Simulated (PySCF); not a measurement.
CH₁₁ClSi₄, SMILES [SiH3][SiH]([SiH3])C[SiH2]Cl. Atoms are numbered in the order given.

```xyz
17

Si    -2.0361    -1.8133    -1.7478
Si    -0.7796    -0.2084    -0.5871
Si    -1.5335    -0.1295     1.6363
C      1.0626    -0.6713    -0.6721
Si     2.1543     0.2519     0.5286
Cl     1.7250     2.2809     0.4274
H     -3.4925    -1.4740    -1.7195
H     -1.5910    -1.9146    -3.1734
H     -1.8459    -3.1505    -1.1011
H     -0.9925     1.1317    -1.2168
H     -1.2445    -1.4353     2.3091
H     -3.0116     0.0977     1.6559
H     -0.8591     0.9641     2.4001
H      1.4184    -0.5114    -1.7038
H      1.1688    -1.7488    -0.4523
H      1.8752    -0.1961     1.9231
H      3.6031     0.0807     0.2244
```
Charge 0, spin multiplicity 1.

Coordinates come from a PBE0-D3(BJ)/def2-SVP optimisation. The structure was generated by enumeration, and PubChem lists no compound with its InChIKey, so it may never have been made. Other conformers were not sampled.

Level of theory: PBE0/pcSseg-1 in PySCF.

GIAO shieldings, no solvent; atoms listed in one row are averaged. δ = σ(ref) − σ: ²⁹Si against TMS (σ = 352.7 ppm); ¹³C against TMS (σ = 186.3 ppm); ³⁵Cl against HCl (σ = 945.9 ppm); ¹H against TMS (σ = 31.56 ppm), references at their B3LYP-D3(BJ)/def2-TZVP geometries, non-relativistic (without spin–orbit terms, shifts of atoms bonded to Cl or Br come out too high).

Estimate the chemical shifts. (Estimate from the structure and the level; the computed values follow.)


```json
[
 {"nucleus": "²⁹Si", "atoms": "Si5", "count": "1", "δ (ppm)": "-4.0"},
 {"nucleus": "²⁹Si", "atoms": "Si2", "count": "1", "δ (ppm)": "-78.6"},
 {"nucleus": "²⁹Si", "atoms": "Si1", "count": "1", "δ (ppm)": "-100.2"},
 {"nucleus": "²⁹Si", "atoms": "Si3", "count": "1", "δ (ppm)": "-104.5"},
 {"nucleus": "¹³C", "atoms": "C4", "count": "1", "δ (ppm)": "-4.3"},
 {"nucleus": "³⁵Cl", "atoms": "Cl6", "count": "1", "δ (ppm)": "-42.7"},
 {"nucleus": "¹H", "atoms": "H17", "count": "1", "δ (ppm)": "5.63"},
 {"nucleus": "¹H", "atoms": "H16", "count": "1", "δ (ppm)": "5.36"},
 {"nucleus": "¹H", "atoms": "H10", "count": "1", "δ (ppm)": "4.49"},
 {"nucleus": "¹H", "atoms": "H7, H8, H9, H11, H12, H13", "count": "6", "δ (ppm)": "3.93"},
 {"nucleus": "¹H", "atoms": "H14", "count": "1", "δ (ppm)": "0.86"},
 {"nucleus": "¹H", "atoms": "H15", "count": "1", "δ (ppm)": "-0.06"}
]
```
